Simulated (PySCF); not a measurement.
Peak assignment

Mapped SMILES: `[CH3:1][O:2][c:3]1[cH:4][c:5]([CH3:6])[cH:7][c:8]([CH:9]=[O:10])[p:11]1`. Each H is labelled by its parent atom.

Method: shielding tensors at PBE0/pcSseg-1 (GIAO), coordinates at the GFN2-xTB level, in PySCF (one computed conformer, relativity neglected, rapidly exchanging positions averaged, isolated molecule).

References, each an isolated molecule treated in the same way: 13C (σref 186.93), 1H (σref 31.72) vs TMS.

Task: Assign these signals to the numbered atoms. 13C{1H} NMR (computed): δ 205.4, 196.3, 170.5, 148.9, 135.6, 131.9, 60.3, 26.0.

Result: 
```tsv
δ (ppm)	atoms	environment	reason
205.4	C3	aromatic carbon bearing oxygen	the electronegative substituent deshields the carbon that carries it
196.3	C9	aldehyde carbonyl carbon	low-lying n→π* states of the double bond to the heteroatom give a large paramagnetic term (-251 ppm)
170.5	C8	substituted aromatic carbon	–
148.9	C5	substituted aromatic carbon	–
135.6	C7	aromatic CH	the aromatic region
131.9	C4	aromatic CH	–
60.3	C1	methyl carbon bonded to O	the inductive effect lowers its shielding
26.0	C6	methyl carbon on an aromatic ring	aliphatic region, no heteroatom directly attached
```

Task: Assign these signals to the numbered atoms. 1H NMR (400 MHz, computed): δ 10.23 (m, 1H), 8.72 (m, 1H), 7.69 (m, 1H), 4.26 (s, 3H), 2.73 (s, 3H).

Result: 
10.23 → H(C9), hydrogen on an aldehyde carbonyl carbon: deshielded by the polar, anisotropic C=O bond
8.72 → H(C7), hydrogen on an aromatic CH: ring current plus the deshielding of an ortho carbonyl group
7.69 → H(C4), hydrogen on an aromatic CH
4.26 → H(C1), hydrogen on a methyl carbon bonded to O: its carbon carries O, an electronegative neighbour
2.73 → H(C6), hydrogen on a methyl carbon on an aromatic ring: benzylic-type position, deshielded by the ring

Splittings by 31P in the carbon and heteronuclear signals aren't shown, as no couplings were computed. Shifts are as computed. Against solution values, carbons near 30 ppm lie about +3 ppm off and those near 130 ppm about +5 ppm. Of 1211 compounds with measured shifts, 218 miss one by over three times the rms of a fit or turn the order of signals round; such compounds aren't used in these exercises. No couplings were computed; multiplicities are counted from neighbouring protons, with m where these are inequivalent, close in shift, in a saturated or five-membered ring or joined by F or P, and br s for small geminal =CH2 splittings.
